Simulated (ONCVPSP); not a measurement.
# Building the ONCV potential for Ag (Z = 47) (PBE, scalar-relativistic).

Ag (Z = 47), optimised norm-conserving Vanderbilt (ONCV), made with ONCVPSP 4.0.1 (PBE, scalar-relativistic). Core [Ar] 3d10, reference 4s2 4p6 4d8 (charge +3). Waves: 4s: rc 1.30 bohr, ncon 4, nbas 8, qcut 8.8 1/bohr, 2 projectors, debl 2 Ha; 4p: rc 1.30 bohr, ncon 3, nbas 6, qcut 12.8 1/bohr, 2 projectors, debl 0.8 Ha; 4d: rc 1.10 bohr, ncon 4, nbas 7, qcut 9.1 1/bohr, 2 projectors, debl 1.9 Ha. Local part: polynomial inside 0.95 bohr (lpopt 5, dvloc0 4 Ha). Core correction: Teter function, fcfact 2, rcfact 1.25.

In the s channel the program set the typed energies aside and used -4.914, 0.250 Ha. In the p channel the program set the typed energies aside and used -3.559, 0.250 Ha.

All-electron outer shells of the reference configuration (PBE, scalar-relativistic, ld1.x):

```csv
shell,level (eV),outermost node (bohr),outermost maximum (bohr)
4s,-133.70,0.44,0.82
4p,-96.84,0.44,0.87
4d,-43.74,0.43,1.01
```

Calculated quality:

```
Cutoffs needed             : 45 Ha and 54 Ha (the cutoffs (Ha) at which the residual kinetic energy of the hardest occupied pseudo-wave falls to 1 and 0.1 mHa per electron)
Ghost test                 : no bound ghost flagged; GHOST(+) flagged for s at 257.6 eV
Largest excitation error   : +8.0 meV (all-electron minus pseudo) for 4s2 4p6 4d9 5s1 5p1, out of 4 test configurations
rms error of d²Exc/dni dnj : 2.76 mHa without and 0.84 mHa with the model core
```

Generation and tests took about 5.1 s on one core of a shared server CPU.
